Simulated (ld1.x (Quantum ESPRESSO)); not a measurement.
**Reading a pseudo-wave (titanium)**

Columns: radius, all-electron u(r) and pseudo u(r) of the 4s shell (level -16.90 eV) of titanium in the configuration [Ar] 3d2 4s0 4p0; PBE, scalar-relativistic, TM semilocal scheme, ld1.x (Quantum ESPRESSO) 7.5.

| r (bohr) | all-electron | pseudo |
| --- | --- | --- |
| 0.135 | -0.1119 | -0.0157 |
| 0.270 | -0.1715 | -0.0322 |
| 0.405 | 0.0265 | -0.0502 |
| 0.540 | 0.2204 | -0.0705 |
| 0.675 | 0.3188 | -0.0942 |
| 0.810 | 0.3198 | -0.1221 |
| 0.945 | 0.2505 | -0.1551 |
| 1.080 | 0.1406 | -0.1941 |
| 1.215 | 0.0132 | -0.2395 |
| 1.350 | -0.1160 | -0.2911 |
| 1.485 | -0.2371 | -0.3479 |
| 1.620 | -0.3447 | -0.4078 |
| 1.755 | -0.4364 | -0.4679 |
| 1.890 | -0.5113 | -0.5247 |
| 2.025 | -0.5699 | -0.5744 |
| 2.160 | -0.6134 | -0.6145 |
| 2.295 | -0.6431 | -0.6432 |
| 2.430 | -0.6605 | -0.6605 |
| 2.565 | -0.6674 | -0.6674 |
| 2.700 | -0.6652 | -0.6652 |
| 2.835 | -0.6555 | -0.6555 |
| 2.970 | -0.6396 | -0.6396 |
| 3.105 | -0.6188 | -0.6188 |
| 3.240 | -0.5943 | -0.5943 |
| 3.375 | -0.5669 | -0.5669 |
| 3.510 | -0.5377 | -0.5377 |

Problem. How many radial nodes do the two functions have?

Solution. The all-electron 4s function has n − l − 1 = 3 (the table is too coarse to show those close to the nucleus); the pseudo-wave has 0, since the states of the same l below it are removed with the core.

Problem. At about which radius was the pseudo-wave matched?

Solution. 2.70 bohr. The columns agree to 0.0005 from 2.29 bohr on; several derivatives are matched, so the curves merge somewhat inside the radius.

Problem. Where does each function peak?

Solution. Outermost all-electron maximum near 2.56 bohr, pseudo maximum near 2.56 bohr (to the table’s step).

Problem. Is the pseudo-wave norm-conserving?

Solution. Yes: the TM semilocal scheme keeps the norm inside the radius equal to the all-electron one, which fixes the energy derivative of the logarithmic derivative at the level.
